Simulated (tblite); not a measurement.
Species: C3H7BrOSi2.
Atom-mapped SMILES: `[Br:1][Si@@H:2]1[SiH2:3][O:4][C:5]12[CH2:6][CH2:7]2` (hydrogens: H8 on Si2; H9, H10 on Si3; H11, H12 on C6; H13, H14 on C7)

Computed with GFN2-xTB (tblite), gas phase: L-BFGS steps from a force-field or distance-geometry start until the largest atomic force falls under 0.01 eV/Å.

Step 2: E = -588.0766 eV
```
atom  x, y, z in Å  |  force x, y, z in eV/Å
Br1     0.4908    3.2440   -0.1889   -0.138   0.034   0.260
Si2     0.8724    1.2018    0.5739    0.611  -0.477  -0.288
Si3     1.8946   -0.2463   -0.8620    0.249   0.057  -0.013
O4      0.3353   -0.3471   -1.4129   -0.046  -0.333   0.726
C5     -0.3581   -0.0296   -0.1810    0.414   0.357   0.090
C6     -1.0476   -1.1216    0.5844   -0.252   0.881  -0.129
C7     -1.8171    0.0180   -0.0555   -0.109  -0.407   0.286
H8      1.1994    1.0291    1.9543   -0.346   0.346   0.752
H9      2.3137   -1.4881   -0.2113   -0.007   0.016  -0.223
H10     2.8475    0.4081   -1.6968    0.278  -0.088  -0.763
H11    -0.9565   -1.1310    1.6608    0.009  -0.119  -0.049
H12    -1.2020   -2.0618    0.1108    0.256  -0.532  -0.115
H13    -2.2075    0.7439    0.6373   -0.301   0.251  -0.286
H14    -2.3656   -0.2199   -0.9353   -0.619   0.014  -0.247
```

Step 3: E = -588.1784 eV
```
atom  x, y, z in Å  |  force x, y, z in eV/Å
Br1     0.4857    3.2447   -0.1800   -0.095  -0.038   0.284
Si2     0.8997    1.1970    0.5780    0.408  -0.443  -0.231
Si3     1.9076   -0.2498   -0.8771    0.325   0.173   0.213
O4      0.3541   -0.3626   -1.3897   -0.578  -0.243   0.459
C5     -0.3704   -0.0104   -0.1737    0.879   0.088   0.012
C6     -1.0649   -1.1103    0.5807    0.132   0.181   0.001
C7     -1.8300    0.0024   -0.0482   -0.197   0.127  -0.122
H8      1.1862    1.0415    1.9762   -0.351   0.341   0.587
H9      2.3112   -1.4853   -0.2201    0.098  -0.090  -0.157
H10     2.8546    0.4029   -1.7210    0.247  -0.080  -0.732
H11    -0.9549   -1.1346    1.6498   -0.045  -0.071   0.181
H12    -1.1902   -2.0675    0.1147    0.276  -0.259  -0.088
H13    -2.2118    0.7459    0.6179   -0.443   0.399  -0.007
H14    -2.3776   -0.2142   -0.9296   -0.656  -0.084  -0.400
```

Q: Estimate the geometry and energy of step 4. (The exact step hangs on the optimiser's Hessian estimate; all steps are aligned on step 3, rigid shifts and turns removed.)

A: E = -588.2810 eV, largest force 0.703 eV/Å
```
atom  x, y, z in Å  |  force x, y, z in eV/Å
Br1     0.4787    3.2440   -0.1647   -0.023  -0.149   0.311
Si2     0.9375    1.1864    0.5819    0.151  -0.221   0.082
Si3     1.9299   -0.2508   -0.8912    0.154   0.222   0.163
O4      0.3638   -0.3846   -1.3583   -0.544  -0.120   0.147
C5     -0.3706    0.0111   -0.1646    0.454  -0.390   0.079
C6     -1.0801   -1.1025    0.5771    0.472  -0.103   0.102
C7     -1.8492   -0.0089   -0.0456    0.184   0.543  -0.406
H8      1.1646    1.0619    2.0094   -0.339   0.329   0.244
H9      2.3106   -1.4843   -0.2326    0.219  -0.200  -0.085
H10     2.8662    0.3951   -1.7608    0.138  -0.116  -0.621
H11    -0.9540   -1.1396    1.6413   -0.123  -0.017   0.334
H12    -1.1712   -2.0744    0.1188    0.260  -0.016  -0.102
H13    -2.2250    0.7557    0.5966   -0.481   0.373   0.154
H14    -2.4020   -0.2093   -0.9294   -0.522  -0.135  -0.400
```

The energy changes by -0.1026 eV. The first-order estimate −F·Δx gives -0.1450 eV and the mean of the old and new forces, exact on a quadratic surface, -0.1025 eV. The step makes an angle of 50° with the force vector and moves no atom by more than 0.045 Å.

The cost below is that of the whole relaxation. Hardware: Arm Neoverse N1, one thread, shared host with 64 logical CPUs at a one-minute load of 61. Cost: 1.1 s of wall time.
